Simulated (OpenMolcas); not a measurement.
Nb3+: ligand-field states by method

Nb3+ with its 6 nearest bromide ions at 2.677 Å, on the Y site of Cs2NaYBr6 (a = 11.3047 Å, distance in the model lattice 2.765 Å). The rest of the host is ab initio model potentials to 7.6 Å, with orthogonalisation functions on the cations behind the ligands, and point charges beyond; the distance is set by hand and nothing relaxes. Ligand basis ANO-RCC-VDZP.
```
Nb    0.0000    0.0000    0.0000
Br    2.6770    0.0000    0.0000
Br    0.0000    2.6770    0.0000
Br   -2.6770    0.0000    0.0000
Br    0.0000   -2.6770    0.0000
Br    0.0000    0.0000    2.6770
Br    0.0000    0.0000   -2.6770
```

* Program: OpenMolcas 26.06
* Basis: ANO-RCC-VTZP [7s6p4d2f1g]
* Scalar Hamiltonian: DKH2, point nucleus
* Active space: 2 electrons in 5 orbitals (4d)
* State averaging: 2S+1 = 3 even, 10 roots; 2S+1 = 1 even, 15 roots
* Spin-orbit coupling: state interaction with AMFI integrals over the reference wave functions

I. CASSCF
II. SS-CASPT2, IPEA 0.25 Eh, imaginary shift 0.1 Eh (closed shells correlated: 4s 4p and the ligand valence shells)

Spin-free states (labels of O, the rotations of Oh) in cm-1, each column counted from its own energy of the first state listed:

| State | Degeneracy | I | II |
| --- | --- | --- | --- |
| 3T1 | 3 | 0 | 0 |
| 1T2 | 3 | 9098 | 5930 |
| 1E | 2 | 9254 | 6360 |
| 3T2 | 3 | 15006 | 16930 |
| 1A1 | 1 | 19891 | 14610 |
| 3T1 | 3 | 22875 | 22580 |
| 1T2 | 3 | 24569 | 22940 |
| 1T1 | 3 | 26768 | 24920 |
| 3A2 | 1 | 31250 | 35080 |
| 1E | 2 | 40713 | 41250 |
| 1A1 | 1 | 52111 | 49190 |

From I to II, I's first state of the same spin (3T2) moves from 15006 to 16930 cm-1, by about +1900 cm-1.

From I to II, I's first state of another spin (1T2) moves from 9098 to 5930 cm-1, by about -3200 cm-1.

I: A least-squares ligand-field fit to the states below 45000 cm-1, each weighted by its degeneracy and with a free common offset, gives 10Dq = 15938 cm-1, B = 606 cm-1 and C = 2416 cm-1 (C/B = 3.99), with an rms deviation of 215 cm-1. The same method and metal basis give the free ion B = 757 cm-1 (fit to its terms below 60000 cm-1, rms deviation 27 cm-1), so the nephelauxetic ratio is β = 606 / 757 = 0.80; it hangs on how both fits weigh the states, and computed free-ion B values tend to be too large, so β mixes covalency with correlation.

II: A least-squares ligand-field fit to the states below 45000 cm-1, each weighted by its degeneracy and with a free common offset, gives 10Dq = 17683 cm-1, B = 446 cm-1 and C = 1514 cm-1 (C/B = 3.40), with an rms deviation of 340 cm-1. The same method and metal basis give the free ion B = 697 cm-1 (fit to its terms below 60000 cm-1, rms deviation 532 cm-1), so the nephelauxetic ratio is β = 446 / 697 = 0.64; it hangs on how both fits weigh the states, and computed free-ion B values tend to be too large, so β mixes covalency with correlation.

From I to II, 10Dq changes by +11 %, B by -26 % and C by -37 %.

χT at 300 K: I 0.46, II 0.46 cm3 K/mol.

Roots that are degenerate in the reference are averaged as groups; the widest CASPT2 spread within a group is 570 cm-1 (the 3-fold group of multiplicity 1 near 22900 cm-1 above the lowest state of its run, II). Shifts and gaps below about the spread of the groups concerned are not significant. Over all roots computed the reference weight is 0.68 to 0.69 in II; a low but even weight reflects the number of correlated electrons. An orbital triplet at a regular site is open to Jahn-Teller coupling, which can distort the site and quench the lowest spin-orbit gaps and is left out. The least metal-like active orbital is 78 % on the metal (Löwdin) and no ligand orbital is active, so the numbers are rough. Ligand-to-metal charge-transfer states are missing. With no ligand orbital active B as a rule stays too high, so bands that hang on it stand too high and its fall with covalency is understated. Without dynamic correlation the repulsion within the d shell is too large (B by tens of per cent), so at a given field states of lower spin stand too high (holds for I). With metal d orbitals alone the field can be off either way by tens of per cent (holds for I). With one d shell and no ligand orbital active, 10Dq can be off by a tenth or more (holds for II). No measured value stands beside these numbers; the geometry was set by hand and not optimised.
